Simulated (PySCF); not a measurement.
SMILES C(#N)CC(O)=O (C3H3NO2) (CAM-B3LYP/def2-SVP optimised geometry):

```
9

N     -2.285    -1.010    -0.462
C     -1.157    -1.087    -0.244
C      0.270    -1.224     0.029
C      1.088     0.056     0.000
O      2.285     0.056     0.000
O      0.338     1.156     0.000
H      0.409    -1.673     1.026
H      0.728    -1.921    -0.688
H      0.938     1.921    -0.007
```

Computed with CAM-B3LYP/def2-TZVP (PySCF).

What are the frontier orbital energies and the dipole moment?

HOMO-2 -11.59 eV, HOMO-1 -11.14 eV, HOMO -10.33 eV, LUMO 0.61 eV, LUMO+1 1.15 eV; dipole moment 2.31 D.

Meta-Löwdin charges at CAM-B3LYP/def2-TZVP: N1 -0.21, C2 0.11, C3 -0.27, C4 0.55, O5 -0.46, O6 -0.45, H7 0.18, H8 0.18, H9 0.37.
